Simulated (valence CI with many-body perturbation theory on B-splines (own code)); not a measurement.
# Forbidden lines of Tb43+

Calculated by configuration interaction combined with many-body perturbation theory (CI+MBPT): four valence electrons over a frozen Dirac-Fock core [Ar], a basis of 7 s, 7 p, 8 d, 6 f, 4 g, 1 h functions for each j, with the one-electron correlation potential Σ1, the two-electron term Σ2, the three-electron term Σ3, Breit, model QED; selected CI, second order for the rest, scaled by the run's own slope (own B-spline code, finite nucleus).

The last digits are not significant, and no measured levels were compared; by estimate large intervals hold to a few tenths of a per cent, small ones and those within an open d or f shell to about a per cent. Only levels of the ground parity were solved; by the run's estimate the other parity begins above the list, which can be wrong where configurations are misplaced.

Lines 51 to 100 of 120 in falling wavelength, among levels below 1610700 cm⁻¹, chosen from the decays that carry over 1 % of a level's rate. Wavelengths and rates use the calculated energies. Electric multipoles are in the length gauge, E1 and E2 with the static RPA response of the core. S is in atomic units (e²a₀⁴ for E2 and M2, e²a₀⁶ for E3), for M1 in squared Bohr magnetons. Weak lines are less certain than strong ones. Lines between different terms over intervals too small for the method are left out, as are lines whose strength nearly cancels. The highest levels of a list are the least certain.

Levels are named by their leading jj configuration (3d3/2^4 stands for four electrons in 3d with j = 3/2), which in mixed levels can hold well under half, so a name can repeat and another be missing. Letters in brackets count levels of one name in rising energy.

```csv
λ vac (Å),Upper,Lower,Type,A (s⁻¹),S (a.u.)
317.3,(3d3/2^2 3d5/2^2) J=6,(3d3/2^3 3d5/2) J=4,E2,8.38e+00,3.13e-04
316.8,(3d3/2^2 3d5/2^2) J=4 [b],(3d3/2^3 3d5/2) J=3,M1,8.76e+04,9.30e-01
316.4,(3d3/2^2 3d5/2^2) J=0 [a],(3d3/2^3 3d5/2) J=1,M1,1.29e+06,1.51e+00
315.3,(3d3/2 3d5/2^3) J=3 [a],(3d3/2^2 3d5/2^2) J=3 [a],M1,4.61e+05,3.75e+00
314.9,(3d3/2^2 3d5/2^2) J=3 [b],(3d3/2^3 3d5/2) J=3,M1,5.31e+04,4.30e-01
314.4,(3d3/2 3d5/2^3) J=2 [a],(3d3/2^2 3d5/2^2) J=2 [b],M1,2.33e+05,1.34e+00
308.9,(3d3/2 3d5/2^3) J=4 [b],(3d3/2^2 3d5/2^2) J=4 [c],M1,2.24e+05,2.20e+00
306.9,(3d3/2 3d5/2^3) J=5,(3d3/2^2 3d5/2^2) J=5,M1,1.69e+05,1.99e+00
305.8,(3d3/2^2 3d5/2^2) J=2 [b],(3d3/2^3 3d5/2) J=3,M1,2.03e+03,1.08e-02
305.4,(3d3/2 3d5/2^3) J=4 [a],(3d3/2^2 3d5/2^2) J=4 [a],M1,7.37e+05,7.00e+00
305.3,(3d3/2 3d5/2^3) J=2 [a],(3d3/2^2 3d5/2^2) J=3 [b],M1,3.02e+05,1.59e+00
302.5,(3d3/2^2 3d5/2^2) J=2 [a],(3d3/2^3 3d5/2) J=1,M1,6.72e+05,3.45e+00
302.0,(3d5/2^4) J=4,(3d3/2 3d5/2^3) J=5,M1,2.17e+05,2.00e+00
301.5,(3d3/2 3d5/2^3) J=3 [b],(3d3/2^2 3d5/2^2) J=2 [b],M1,1.33e+05,9.49e-01
300.6,(3d3/2 3d5/2^3) J=6,(3d3/2^2 3d5/2^2) J=5,M1,2.77e+05,3.62e+00
297.2,(3d3/2 3d5/2^3) J=3 [a],(3d3/2^2 3d5/2^2) J=2 [a],M1,6.78e+05,4.62e+00
294.3,(3d5/2^4) J=2,(3d3/2 3d5/2^3) J=3 [b],M1,1.55e+05,7.31e-01
293.2,(3d3/2 3d5/2^3) J=3 [b],(3d3/2^2 3d5/2^2) J=3 [b],M1,2.86e+05,1.87e+00
291.5,(3d3/2 3d5/2^3) J=3 [b],(3d3/2^2 3d5/2^2) J=4 [b],M1,1.00e+05,6.44e-01
290.4,(3d3/2^2 3d5/2^2) J=3 [b],(3d3/2^3 3d5/2) J=2,M1,1.36e+04,8.67e-02
288.3,(3d3/2 3d5/2^3) J=3 [c],(3d3/2^2 3d5/2^2) J=2 [c],M1,1.91e+05,1.19e+00
285.8,(3d3/2^2 3d5/2^2) J=4 [b],(3d3/2^3 3d5/2) J=4,M1,2.65e+03,2.06e-02
285.0,(3d3/2 3d5/2^3) J=1 [b],(3d3/2^2 3d5/2^2) J=2 [c],M1,2.74e+05,7.05e-01
284.2,(3d3/2^2 3d5/2^2) J=3 [b],(3d3/2^3 3d5/2) J=4,M1,2.79e+05,1.66e+00
283.0,(3d5/2^4) J=2,(3d3/2 3d5/2^3) J=2 [a],M1,4.43e+05,1.86e+00
282.6,(3d3/2^2 3d5/2^2) J=2 [b],(3d3/2^3 3d5/2) J=2,M1,9.43e+04,3.95e-01
278.7,(3d3/2 3d5/2^3) J=2 [a],(3d3/2^2 3d5/2^2) J=1,M1,1.55e+05,6.21e-01
271.3,(3d5/2^4) J=4,(3d3/2 3d5/2^3) J=3 [a],M1,5.39e+05,3.59e+00
271.0,(3d3/2 3d5/2^3) J=5,(3d3/2^2 3d5/2^2) J=4 [a],M1,9.72e+04,7.89e-01
269.5,(3d3/2 3d5/2^3) J=1 [a],(3d3/2^2 3d5/2^2) J=2 [a],M1,6.15e+05,1.34e+00
268.4,(3d5/2^4) J=4,(3d3/2 3d5/2^3) J=4 [a],M1,7.80e+05,5.03e+00
260.6,(3d3/2 3d5/2^3) J=2 [b],(3d3/2^2 3d5/2^2) J=2 [c],M1,2.70e+05,8.86e-01
259.4,(3d3/2 3d5/2^3) J=1 [a],(3d3/2^2 3d5/2^2) J=0 [a],M1,5.96e+05,1.16e+00
243.6,(3d3/2^2 3d5/2^2) J=2 [c],(3d3/2^3 3d5/2) J=3,M1,5.84e+05,1.57e+00
241.8,(3d3/2 3d5/2^3) J=2 [a],(3d3/2^2 3d5/2^2) J=3 [a],M1,3.00e+05,7.86e-01
241.5,(3d5/2^4) J=0,(3d3/2 3d5/2^3) J=1 [b],M1,1.65e+06,8.63e-01
240.9,(3d5/2^4) J=2,(3d3/2 3d5/2^3) J=1 [a],M1,6.22e+05,1.61e+00
234.2,(3d3/2 3d5/2^3) J=3 [b],(3d3/2^2 3d5/2^2) J=3 [a],M1,7.82e+04,2.61e-01
230.2,(3d3/2 3d5/2^3) J=1 [b],(3d3/2^2 3d5/2^2) J=2 [b],M1,2.01e+04,2.72e-02
228.7,(3d3/2^2 3d5/2^2) J=2 [c],(3d3/2^3 3d5/2) J=2,M1,1.59e+05,3.53e-01
226.6,(3d3/2 3d5/2^3) J=3 [b],(3d3/2^2 3d5/2^2) J=4 [a],M1,1.04e+05,3.14e-01
226.4,(3d3/2 3d5/2^3) J=3 [c],(3d3/2^2 3d5/2^2) J=4 [b],M1,3.08e+04,9.28e-02
226.1,(3d3/2^2 3d5/2^2) J=4 [c],(3d3/2^3 3d5/2) J=3,M1,1.83e+05,7.07e-01
224.6,(3d3/2^2 3d5/2^2) J=2 [b],(3d3/2^3 3d5/2) J=1,M1,3.71e+04,7.80e-02
224.0,(3d3/2 3d5/2^3) J=3 [b],(3d3/2^2 3d5/2^2) J=2 [a],M1,2.24e+04,6.53e-02
223.4,(3d3/2 3d5/2^3) J=0,(3d3/2^2 3d5/2^2) J=1,M1,3.65e+05,1.51e-01
223.0,(3d3/2 3d5/2^3) J=4 [b],(3d3/2^2 3d5/2^2) J=3 [b],M1,2.15e+05,7.95e-01
222.4,(3d5/2^4) J=2,(3d3/2 3d5/2^3) J=3 [a],M1,4.18e+05,8.51e-01
214.0,(3d3/2 3d5/2^3) J=2 [b],(3d3/2^2 3d5/2^2) J=2 [b],M1,2.62e+04,4.76e-02
210.5,(3d5/2^4) J=4,(3d3/2^2 3d5/2^2) J=4 [c],M1,7.03e+04,2.19e-01
```
